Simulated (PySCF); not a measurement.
CH6N, charge +1, singlet, at a GFN2-xTB geometry. Base run: M062X/cc-pVDZ, TDA in PySCF.

PySCF was given this input:
```python
from pyscf import gto, scf, dft, tdscf

mol = gto.M(
    atom='''
C     0.01083306    0.77896196    0.01718417
N    -0.00980468   -0.70501536   -0.01555288
H    -1.00520895    1.16711175    0.00210253
H    -0.51586148   -1.07647662    0.79977181
H    -0.47723789   -1.04020507   -0.86877347
H     0.50617443    1.12581341    0.92137446
H     0.54711375    1.16425966   -0.84721029
H     0.94865455   -1.07916738   -0.00149988
''',
    basis='cc-pvdz',
    charge=1,
    verbose=3,
)

mf = dft.RKS(mol)
mf.xc = 'm062x'
mf.kernel()
td = mf.TDA()
td.nstates = 5
td.kernel()
td.analyze()
```

Each row names what was changed in the base input (with any setting that the change needs).

```
change                           first excitation (eV)  oscillator strength of the first  second (eV)  core-seconds (rough)
-------------------------------  ---------------------  --------------------------------  -----------  --------------------
base                                             11.01                             0.004        11.01                   100
basis = def2-TZVP                                10.72                             0.004        10.72                   200
conv_tol = 1e-3                                  11.01                             0.004        11.01                    60
functional = pbe                                  9.69                             0.000         9.69                    20
functional = pbe0                                10.68                             0.002        10.68                    30
response = full linear response                  10.99                             0.004        11.00                   200
nstates = 15                                     11.01                             0.004        11.01                   100
functional = bhandhlyp                           11.31                             0.004        11.31                    30
functional = lc_wpbe                             11.66                             0.008        11.66                    50
guess vectors = 13 for 5 states                  11.01                             0.004        11.01                    90
functional = blyp                                 9.50                             0.000         9.50                    20
```

An iterative solver can miss low states, so a row lists the states that it found.
